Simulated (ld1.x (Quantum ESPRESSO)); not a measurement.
## Before and after: ultrasoft potential for titanium (Ti)

```
Element                 : titanium (Ti)
Generator               : ld1.x (Quantum ESPRESSO) 7.5
Type                    : ultrasoft
Functional              : PBE
Relativity              : scalar-relativistic
Frozen core             : [Ne] 3s2
Valence charge          : 10
Reference configuration : 3p6 3d2 4s1.75 4p0.25
Partial waves           : 4s (bound): rcut 2.50, rcutus 2.75 bohr; 4s channel at 0.1 Ry: rcut 2.50, rcutus 2.75 bohr; 3p (bound): rcut 1.50, rcutus 1.60 bohr; 4p (bound): rcut 1.50, rcutus 1.60 bohr; 3d (bound): rcut 1.30, rcutus 1.40 bohr; 3d channel at 0.95 Ry: rcut 1.30, rcutus 1.40 bohr
Local potential         : all-electron potential smoothed inside 2.70 bohr (lloc = -1)
Core correction         : Bessel-smoothed model core inside 1.40 bohr
Augmentation charge     : PSQ, inside the norm-conserving radii
```

All-electron outer shells of the reference configuration (PBE, scalar-relativistic, ld1.x):

```
shell  level (eV)  outermost node (bohr)  outermost maximum (bohr)
   2p     -444.60                      –                      0.22
   3s      -62.98                   0.40                      0.87
   3p      -39.21                   0.37                      0.90
   4s       -4.67                   1.24                      2.92
   3d       -4.58                      –                      0.98
   4p       -1.63                   1.39                      3.80
```

Change: local potential all-electron potential smoothed inside 1.10 bohr (lloc = -1).

Cutoffs: the cutoffs (Ry, on a coarse ladder) from which the occupation-weighted sum of valence levels, in a spherical-Bessel basis at the reference potential, stays within 10 and 1 mRy of its value at 400 Ry; they do not see the model core or the augmentation charge, which bear on the density cutoff. Errors are all-electron minus pseudo energies relative to the spin-unpolarised reference configuration.

Question: What does the change do?

Answer: A bound ghost appears in s, which as a rule spoils a file; the errors of the 7 common tests hardly move. A state that the projectors do not describe sees the local part alone, so a deeper or shallower local part can create or remove a ghost.

```tsv
quantity	base	changed
cutoffs, loose and tight	50 Ry, 80 Ry	not determined
bound ghosts	none	s (p not tested, overlap not positive)
error for 3p6 3d2 4s2 4p0, meV [ΔE -0.75 eV]	-0.1	0.0
error for 3p6 3d2 4s1 4p0, meV [ΔE 6.59 eV]	-1.6	-1.6
error for 3p6 3d2 4s0 4p0, meV [ΔE 20.16 eV]	-13	-13
error for 3p6 3d2 4s0 4p2, meV [ΔE 5.53 eV]	-5.2	-5.2
error for 3p6 3d2 4s1.5 4p0, meV [ΔE 2.18 eV]	-0.3	-0.3
error for 3p6 3d2.5 4s1.5 4p0, meV [ΔE -0.40 eV]	-13	-13
error for 3p6 3d1 4s2 4p1, meV [ΔE 3.92 eV]	-139	-143
s: phases at 3.01 bohr within 0.05 rad from the reference energy up to (Ry; the scan ends near 5)	n/a	n/a
p: phases at 3.01 bohr within 0.05 rad from the reference energy up to (Ry; the scan ends near 5)	4.1	to the end of the scan
d: phases at 3.01 bohr within 0.05 rad from the reference energy up to (Ry; the scan ends near 5)	to the end of the scan	to the end of the scan
lowest overlap eigenvalue by channel	s 0.43, p 0.34, d 0.99	s 0.15, p -0.09, d 0.91
```

Changed file: the overlap operator is not positive definite in a basis up to 400 Ry (lowest eigenvalue p -0.09), so the file is unfit for use: the generalised eigenproblem breaks down once the basis is large enough, and its test numbers describe a broken file. A true bound ghost makes a file unfit for plane-wave use even where its test errors are small: the radial tests pick states by their node count and pass the ghost by.
